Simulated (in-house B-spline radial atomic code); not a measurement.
A run on neutral palladium (an excited or competing configuration) that did not converge. Method: scalar-relativistic (X2C) B97-1, spin-polarised, spherical fractional occupations, Fermi nucleus of rms radius 4.5318 fm; computed with a B-spline radial code for spherical atoms.

Command:
```bash
python run_scf.py task.json out
```
Settings (nuclear radius in fm, mass in u):
```
Z                46
configuration    [Ar] 3d10 4s2 4p5 4d10 5f1
hamiltonian      x2c
method           b97_1
spin_polarised   True
nucleus          fermi
rms_radius       4.5318
atomic_mass      105.90348
speed_of_light   137.035999084
```

First and last ten iterations of the last attempt (damped for 15 steps, keeping 80 % of the old Fock matrix, then DIIS):
```
 iter        energy (Eh)    residual
    1       -5040.889013    4.44e-01
    2       -5040.493112    2.35e-01
    3       -5042.003935    1.49e-01
    4       -5042.647197    8.74e-02
    5       -5042.893625    4.80e-02
    6       -5042.979024    2.61e-02
    7       -5043.006494    1.45e-02
    8       -5043.014835    8.65e-03
    9       -5043.017328    5.41e-03
   10       -5043.018053    3.50e-03
  111       -5043.018463    1.92e-04
  112       -5043.018438    1.10e-04
  113       -5043.018447    9.59e-05
  114       -5043.018468    1.91e-04
  115       -5043.018458    1.20e-04
  116       -5043.018443    7.83e-05
  117       -5043.018438    8.40e-05
  118       -5043.018439    8.32e-05
  119       -5043.018439    8.40e-05
  120       -5043.018439    8.41e-05
 not converged after 120 iterations
```

The smallest residual met was 7.5e-05; the threshold is about 5e-07. Over the last five steps the energy moves by less than 1e-05 hartree, but the orbitals didn't meet the threshold. Run time, properties included: 4.1 s on 1 thread of Arm Neoverse V2 (shared host).
